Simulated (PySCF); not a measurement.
ClI2: one-bond stretch

All numbers come from UPBE0/[Cl def2-SVP, I def2-SVP with ECP28], scalar-relativistic core potentials, density fitting, no spin–orbit coupling, PySCF.

Rigid scan from the doublet minimum (Cl–I 2.455 Å, Cl–I 2.733 Å; I–Cl–I 145.6°). Coordinate: the bond from Cl to the last atom (I) scaled, the rest fixed. Energies in kJ/mol from the minimum.

(1) Predict the curve at 0.92, 0.96, 1.00, 1.05, 1.12, 1.20, 1.35, 1.55, 1.80, 2.20.

Answers

(1) 
```tsv
scale of one bond	E (kJ/mol)	dipole size (D)	⟨S²⟩
0.92	6.2	0.37	0.78
0.96	1.2	0.87	0.78
1.00	0.0	1.25	0.78
1.05	1.1	1.57	0.77
1.12	4.6	1.77	0.76
1.20	8.8	1.82	0.76
1.35	14.6	1.74	0.75
1.55	18.6	–	0.75
1.80	20.6	–	0.75
2.20	21.2	–	0.75
```

No spin–orbit coupling is included, which matters more the heavier the element.
